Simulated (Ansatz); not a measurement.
## Pulling the pair apart

The pair of K⁺ (SMILES [K+], atom 1) and CH4O (SMILES CO, atoms 2–7), both closed shells, in one local arrangement (a lower one may exist), relaxed at PBE0-D4/def2-TZVP:

```
atom    x (Å)    y (Å)    z (Å)
  K1   0.1703  -0.3580  -2.9560
  C2   0.0731   0.3857   0.6357
  O3  -0.1718  -0.5921  -0.3832
  H4  -0.8462   0.6303   1.1710
  H5   0.4418   1.2857   0.1443
  H6   0.8305   0.0352   1.3392
  H7  -0.4975  -1.3867   0.0492
```

CH4O is shifted rigidly along the line between the mean atom positions of the two fragments (negative: closer). Counterpoise interaction energies in kJ/mol. Program: Ansatz 0.2.0. Basis: def2-TZVPPD. Cores are frozen in the correlated methods. The outer core shell of Li, Na, Mg and K is correlated. The def2 sets are not built for correlating such inner shells, so the correlated values are less sure here.

| shift (Å) | r2SCAN-D4 | PBE0-D4 | HF |
| --- | --- | --- | --- |
| -0.26 | -66.3 | -68.5 | -60.6 |
| -0.13 | -74.6 | -76.5 | -71.1 |
| 0.00 | -76.8 | -78.7 | -74.9 |
| 0.13 | -75.4 | -77.5 | -74.6 |
| 0.31 | -70.6 | -73.2 | -70.6 |
| 0.65 | -59.6 | -64.3 | -59.6 |
| 1.30 | -40.6 | -43.9 | -41.2 |
| 2.61 | -21.1 | -22.0 | -22.0 |

Q: What does CCSD(T) give at these shifts? (An estimate is asked for; the value comes from the calculation.)

A: By the calculation: -62.0, -71.9, -75.1, -74.5, -70.1, -58.6, -39.8, -20.9 kJ/mol. For zero shift, CCSD(T) at an estimated basis limit (MP2 extrapolated from triple and quadruple zeta, plus CCSD(T) − MP2 in triple zeta) gives -79.7 kJ/mol. These are counterpoise interaction energies, counted from the two frozen fragments.

No T1 diagnostic of these runs exceeds 0.008.

For scale, one of the runs: CCSD(T)/def2-TZVPPD, 181 basis functions, launched by `ansatz run in.yaml --threads 2 --pin off --events-out ev --progress --plain --max-ram 5222MiB`. Time: 30 s of wall clock on 2 CPU threads of an Arm Neoverse V2; the host was shared. Peak host memory: 1.8 GiB.
